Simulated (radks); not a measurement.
Species: K II. Configuration: [Ar]. Calculated with a radial shooting solver on a logarithmic mesh with Libxc functionals: Dirac Kohn-Sham, AM05, spin-unpolarised, spherical densities, finite nucleus; Fermi nuclear charge, rms radius 3.4349 fm.

X-ray form factor f0, the Fourier transform of the density (f0(0) = 18):

sin(theta)/lambda (1/angstrom),f0 (electrons)
0.05,17.649
0.1,16.678
0.15,15.301
0.2,13.769
0.25,12.289
0.3,10.988
0.4,9.066
0.5,7.886
0.6,7.116
0.8,5.944
1,4.843
1.25,3.624
1.5,2.721
2,1.753
